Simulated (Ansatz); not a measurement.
```xyz
4

O     1.040    0.215   -0.122
Ge   -0.555    0.633   -0.767
F    -1.499   -0.417    0.295
H     1.014   -0.431    0.594
```

Total charge 0; spin multiplicity 1.

(1) List the CAM-B3LYP/def2-TZVPP orbital energies in eV (Ansatz 0.2.0). (Best estimate.)

Results:

(1) Computed: Occupied: -10853.13, -1357.25, -1208.25, -1208.20, -1208.16, -672.67, -522.79, -172.09, -122.49, -122.36, -122.23, -36.26, -36.05, -35.99, -35.88, -35.77, -33.03, -29.26, -17.16, -15.01, -13.29, -13.14, -11.78, -11.25, -9.77. Lowest empty: -1.02, 1.24, 1.85, 3.44, 7.10, 7.47, 7.90, 7.94.
